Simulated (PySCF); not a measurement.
Geometry:
```csv
atom,x (Å),y (Å),z (Å)
C1,-2.783,0.265,0.108
C2,-1.615,-0.578,-0.383
C3,-0.240,0.036,0.001
O4,-0.224,1.140,0.573
C5,0.843,-0.766,-0.372
C6,2.212,-0.503,-0.192
C7,2.591,0.813,0.478
O8,3.117,-1.282,-0.551
H9,-2.692,1.278,-0.277
H10,-2.769,0.322,1.194
H11,-3.739,-0.155,-0.213
H12,-1.677,-1.586,0.036
H13,-1.655,-0.669,-1.473
H14,0.609,-1.706,-0.861
H15,2.167,1.645,-0.080
H16,3.677,0.908,0.525
H17,2.171,0.849,1.480
```

Total charge -1.

Geometry: GFN2-xTB; GIAO absolute shieldings from PySCF 2.14.0 with density-fitted response routines, gas phase, non-relativistic, averaged over equivalent atoms.

At PBE0/pcSseg-0 (90 basis functions, 7.6 s wall time on 1 thread of an Arm Neoverse V2, shared host):
```
      atoms  σ (ppm)
         C6     -2.6
         C3      2.8
         C5     89.0
         C7    157.7
         C2    158.6
         C1    182.0
         O8   -203.8
         O4   -127.6
        H14    29.13
    H12/H13    30.95
H15/H16/H17    31.03
 H9/H10/H11    32.40
```

What do these become at wB97X-D/pcSseg-1?

Answers


| atoms | σ at wB97X-D/pcSseg-1 | change |
| --- | --- | --- |
| C6 | -6.4 | -3.8 |
| C3 | -2.1 | -4.9 |
| C5 | 90.2 | +1.2 |
| C7 | 152.2 | -5.5 |
| C2 | 151.5 | -7.1 |
| C1 | 174.9 | -7.1 |
| O8 | -131.3 | +72.5 |
| O4 | -81.5 | +46.1 |
| H14 | 27.21 | -1.92 |
| H12/H13 | 29.81 | -1.14 |
| H15/H16/H17 | 29.81 | -1.22 |
| H9/H10/H11 | 31.09 | -1.31 |

The largest change is at O8 (oxygen bonded to C). Cost: 181 basis functions, 26 s wall time on 1 thread of an Arm Neoverse V2, shared host. The order of the carbon signals changes between the two levels.
